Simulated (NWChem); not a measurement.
Isomers of Si2H5O2Cl, each optimised at B3LYP/6-31G* with NWChem, gas phase unless a solvent is named. Flexible species stand in one conformer each, which need not be the lowest. Pople sets run with spherical d functions.

A: Cl[SiH2]O[SiH2]O
B: O[SiH](O)[SiH2]Cl
C: O[SiH2][Si@@H](O)Cl
D: O[Si@@H](Cl)O[SiH3]

Problem. Rank them by SMD solvation free energy in water, B3LYP/6-31G* (kcal/mol), lowest first.

Solution. C (-7.9), B (-7.3), D (-3.3), A (-2.9)
